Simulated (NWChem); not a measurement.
System: C₃H₄S; SMILES C#CCS

NWChem input:

```
start job
memory heap 200 mb stack 900 mb global 1100 mb
geometry units angstroms noautoz
  C      0.482500     2.313410     0.000000
  C     -0.129953     1.273360     0.000000
  C     -0.851409     0.010413     0.000000
  S      0.356123    -1.406435     0.000000
  H      1.016726     3.235916     0.000000
  H     -1.487910    -0.066951    -0.887491
  H     -1.487910    -0.066951     0.887491
  H     -0.583760    -2.378414     0.000000
end
basis spherical
  C library def2-svp
  S library def2-svp
  H library def2-svp
end
dft
  xc becke97-d
  disp vdw 2
  iterations 150
  mulliken
end
task dft energy
```

Output (shortened):

```
             Northwest Computational Chemistry Package (NWChem) 7.3.0
             --------------------------------------------------------

 CS  symmetry detected

                             Geometry "geometry" -> ""
                             -------------------------

 Output coordinates in angstroms (scale by  1.889725989 to convert to a.u.)

  No.       Tag          Charge          X              Y              Z
 ---- ---------------- ---------- -------------- -------------- --------------
    1 C                    6.0000     0.47419656     2.31940480     0.00000000
    2 C                    6.0000    -0.13644279     1.27828892     0.00000000
    3 C                    6.0000    -0.85569648     0.01408640     0.00000000
    4 S                   16.0000     0.35430313    -1.40065482     0.00000000
    5 H                    1.0000     1.00681390     3.24284051     0.00000000
    6 H                    1.0000    -1.49206168    -0.06438685    -0.88749100
    7 H                    1.0000    -1.49206168    -0.06438685     0.88749100
    8 H                    1.0000    -0.58388436    -2.37427048     0.00000000

 Effective nuclear repulsion energy (a.u.)     130.5238445529

      Symmetry information
      --------------------

 Group name             Cs
 Group number              2
 Group order               2
 No. of unique centers     7

                                 NWChem DFT Module
                                 -----------------

 Summary of "ao basis" -> "ao basis" (spherical)
 ------------------------------------------------------------------------------
       Tag                 Description            Shells   Functions and Types
 ---------------- ------------------------------  ------  ---------------------
 C                          def2-svp                 6       14   3s2p1d
 S                          def2-svp                 8       18   4s3p1d
 H                          def2-svp                 3        5   2s1p

      Symmetry analysis of basis
      --------------------------

        a'         56
        a"         24

            General Information
            -------------------
          SCF calculation type: DFT
          Wavefunction type:  closed shell.
          No. of atoms     :     8
          No. of electrons :    38
           Alpha electrons :    19
            Beta electrons :    19
          Charge           :     0
          Spin multiplicity:     1
          Use of symmetry is: on ; symmetry adaption is: on
          Maximum number of iterations: 150
          AO basis - number of functions:    80
                     number of shells:    38
          Convergence on energy requested:  1.00D-06
          Convergence on density requested:  1.00D-05
          Convergence on gradient requested:  5.00D-04

              XC Information
              --------------
                   Becke 97-D Method XC Functional
                  Becke 1997-D Exchange Functional  1.000
                Becke 1997-D Correlation Potential  1.000

             Grid Information
             ----------------
          Grid used for XC integration:  medium
          Radial quadrature: Mura-Knowles
          Angular quadrature: Lebedev.
          Tag              B.-S. Rad. Rad. Pts. Rad. Cut. Ang. Pts.
          ---              ---------- --------- --------- ---------
          C                   0.70       49          12.0       434
          S                   1.00       88          12.0       590
          H                   0.35       45          13.0       434
          Grid pruning is: on
          Number of quadrature shells:   370
          Spatial weights used:  Erf1

      Superposition of Atomic Density Guess
      -------------------------------------

 Sum of atomic energies:        -512.21886607

      Non-variational initial energy
      ------------------------------

 Total energy =    -514.152877
 1-e energy   =    -961.220779
 2-e energy   =     316.544057
 HOMO         =      -0.277263
 LUMO         =       0.028459

      Symmetry analysis of molecular orbitals - initial
      -------------------------------------------------

  Numbering of irreducible representations:

     1 a'          2 a"

  Orbital symmetries:

     1 a'          2 a'          3 a'          4 a'          5 a'
     6 a'          7 a'          8 a"          9 a'         10 a'
    11 a'         12 a'         13 a'         14 a"         15 a'
    16 a'         17 a"         18 a'         19 a"         20 a'
    21 a"         22 a'         23 a'         24 a'         25 a'
    26 a"         27 a'         28 a'         29 a'

     ---------------------------------------------
      Total Density - Mulliken Population Analysis
     ---------------------------------------------

    Atom       Charge   Shell Charges
 -----------   ------   -------------------------------------------------------
    1 C    6     6.46   1.99  0.98  0.65  1.98  0.83  0.03
    2 C    6     5.85   1.99  0.97  0.22  1.91  0.72  0.04
    3 C    6     5.99   1.99  0.93  0.17  1.85  1.01  0.03
    4 S   16    16.26   2.00  1.99  1.20  0.65  5.94  1.77  2.68  0.04
    5 H    1     0.88   0.63  0.22  0.03
    6 H    1     0.88   0.67  0.18  0.02
    7 H    1     0.88   0.67  0.18  0.02
    8 H    1     0.81   0.59  0.19  0.03

[...]
```

Level: B97-D/def2-SVP. Structure relaxed at the B3LYP/6-31G* (spherical d) level.
